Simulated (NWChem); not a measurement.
System: CH₇FN₂Si; SMILES F[Si](C)(N)N

```xyz
12

C     -0.0208    -1.7762    -0.4467
Si     0.0010     0.0335    -0.0232
N     -1.4927     0.4266     0.7422
N      1.5037     0.3912     0.7419
F      0.0124     0.9926    -1.3420
H     -0.9183    -2.0272    -1.0313
H     -0.0266    -2.4029     0.4602
H      0.8686    -2.0481    -1.0343
H     -1.7449     1.3906     0.9288
H     -1.8894    -0.1936     1.4379
H      1.7792     1.3490     0.9270
H      1.8849    -0.2372     1.4388
```
Atoms are numbered in this order, from 1.

Coordinates come from a PBE0/def2-SVP optimisation. No frequency run checked for a minimum.

Question: Give the principal values of the shielding tensors (ppm) of C1, Si2, N3, F5 from KT2/pcSseg-1, GIAO (NWChem), with their diamagnetic and paramagnetic parts as GIAO splits them.

Answer: 
```json
[
 {"atom": "C1", "σ11": "180.5", "σ22": "187.9", "σ33": "196.5", "isotropic": "188.3", "diamagnetic": "256.6", "paramagnetic": "-68.2"},
 {"atom": "Si2", "σ11": "344.8", "σ22": "364.1", "σ33": "409.1", "isotropic": "372.7", "diamagnetic": "884.5", "paramagnetic": "-511.8"},
 {"atom": "N3", "σ11": "201.3", "σ22": "221.6", "σ33": "265.4", "isotropic": "229.4", "diamagnetic": "319.2", "paramagnetic": "-89.8"},
 {"atom": "F5", "σ11": "283.8", "σ22": "333.4", "σ33": "381.6", "isotropic": "332.9", "diamagnetic": "474.7", "paramagnetic": "-141.8"}
]
```
